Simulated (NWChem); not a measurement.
System: ZnHSeCl; SMILES [Cl][Zn][SeH]

NWChem input:

```
start job
memory heap 200 mb stack 900 mb global 1100 mb
geometry units angstroms noautosym nocenter noautoz
  Zn     0.110561    -0.398735     0.001687
  Cl     0.031986    -2.505917    -0.002352
  Se     0.209667     1.879056     0.000766
  H     -1.262606     1.951674    -0.017495
end
basis spherical
  * library pcsseg-1
end
dft
  xc kt2
  iterations 150
end
property
  shielding
end
task dft property
```

Parts of the log:

```
             Northwest Computational Chemistry Package (NWChem) 7.3.0
             --------------------------------------------------------

                             Geometry "geometry" -> ""
                             -------------------------

 Output coordinates in angstroms (scale by  1.889725989 to convert to a.u.)

  No.       Tag          Charge          X              Y              Z
 ---- ---------------- ---------- -------------- -------------- --------------
    1 Zn                  30.0000     0.11056100    -0.39873500     0.00168700
    2 Cl                  17.0000     0.03198600    -2.50591700    -0.00235200
    3 Se                  34.0000     0.20966700     1.87905600     0.00076600
    4 H                    1.0000    -1.26260600     1.95167400    -0.01749500

 Effective nuclear repulsion energy (a.u.)     454.4003438932

                              NWChem Property Module
                              ----------------------

  itol2e modified to match energy
  convergence criterion.

                                 NWChem DFT Module
                                 -----------------

 Summary of "ao basis" -> "ao basis" (spherical)
 ------------------------------------------------------------------------------
       Tag                 Description            Shells   Functions and Types
 ---------------- ------------------------------  ------  ---------------------
 Zn                         pcsseg-1                15       45   5s6p3d1f
 Cl                         pcsseg-1                10       24   4s5p1d
 Se                         pcsseg-1                15       41   5s7p3d
 H                          pcsseg-1                 3        5   2s1p

  itol2e modified to match energy
  convergence criterion.

            General Information
            -------------------
          SCF calculation type: DFT
          Wavefunction type:  closed shell.
          No. of atoms     :     4
          No. of electrons :    82
           Alpha electrons :    41
            Beta electrons :    41
          Charge           :     0
          Spin multiplicity:     1
          Use of symmetry is: off; symmetry adaption is: off
          Maximum number of iterations: 150
          AO basis - number of functions:   115
                     number of shells:    43
          Convergence on energy requested:  1.00D-07
          Convergence on density requested:  1.00D-05
          Convergence on gradient requested:  5.00D-04

[...]

          -----------------------------------------
          Chemical Shielding Tensors (GIAO, in ppm)
          -----------------------------------------

                                NWChem CPHF Module
                                ------------------

  scftype          =     RHF
  nclosed          =       41
  nopen            =        0
  variables        =     3034
  # of vectors     =        3
  tolerance        = 0.10D-03
  level shift      = 0.00D+00
  max iterations   =       50
  max subspace     =       30

 SCF residual:    1.0560430010292415E-004

Iterative solution of linear equations
  No. of variables     3034
  No. of equations        3
  Maximum subspace       30
        Iterations       50
       Convergence  1.0D-04

   iter   nsub   residual    time
   ----  ------  --------  ---------
     1      3    4.09D-05      76.6

      Atom:    1  Zn
        Diamagnetic
   2521.9867      0.5430      0.0171
      0.5430   2537.4483      0.0064
      0.0171      0.0064   2520.6162

        Paramagnetic
  -1311.9173     20.5377     -0.1958
     20.5377    -59.7387      0.6806
     -0.1958      0.6806  -1294.1315

        Total Shielding Tensor
   1210.0694     21.0807     -0.1787
     21.0807   2477.7096      0.6871
     -0.1787      0.6871   1226.4847

           isotropic =    1638.0879
          anisotropy =    1259.9589

          Principal Components and Axis System
                 1           2           3
             2478.0605   1226.4865   1209.7167

      1         0.0166     -0.0113      0.9998
      2         0.9999     -0.0004     -0.0166
      3         0.0005      0.9999      0.0113

      Atom:    2  Cl
        Diamagnetic
   1145.1391      0.5009      0.0029
      0.5009   1157.7307      0.0244
      0.0029      0.0244   1144.9587

        Paramagnetic
   -289.2762      5.9845      0.2862
      5.9845     -6.9581      0.3659
      0.2862      0.3659   -311.4962

        Total Shielding Tensor
    855.8629      6.4854      0.2891
      6.4854   1150.7726      0.3903
      0.2891      0.3903    833.4625

           isotropic =     946.6993
          anisotropy =     306.3245

          Principal Components and Axis System
                 1           2           3
             1150.9157    855.7238    833.4584

      1         0.0220      0.9997     -0.0126
      2         0.9998     -0.0220     -0.0010
      3         0.0012      0.0126      0.9999

      Atom:    3  Se
        Diamagnetic
   3002.5215     -0.0953      0.0855
     -0.0953   3009.9494     -0.0169
      0.0855     -0.0169   2995.6215

        Paramagnetic
   -619.5797   -150.5503      2.2060
   -150.5503   -745.4926     -1.8236
      2.2060     -1.8236   -783.6324

        Total Shielding Tensor
   2382.9419   -150.6456      2.2914
   -150.6456   2264.4567     -1.8405
      2.2914     -1.8405   2211.9891

           isotropic =    2286.4626
          anisotropy =     298.7159

          Principal Components and Axis System
                 1           2           3
             2485.6065   2211.9588   2161.8224

      1         0.8264     -0.0114      0.5630
      2        -0.5630      0.0022      0.8264
      3         0.0107      0.9999      0.0046

      Atom:    4  H
        Diamagnetic
     46.0745     -4.1617      0.3672
     -4.1617     23.1181     -0.0577
      0.3672     -0.0577     16.6524

        Paramagnetic
     -0.5066     -0.6739     -0.0537
     -0.6739      4.6194     -0.0090
     -0.0537     -0.0090      4.0434

[...]
```

Level: KT2/pcSseg-1, GIAO. Coordinates come from a PBE0/def2-SVP optimisation. The printed shielding anisotropy is the first printed principal value minus the mean of the other two.
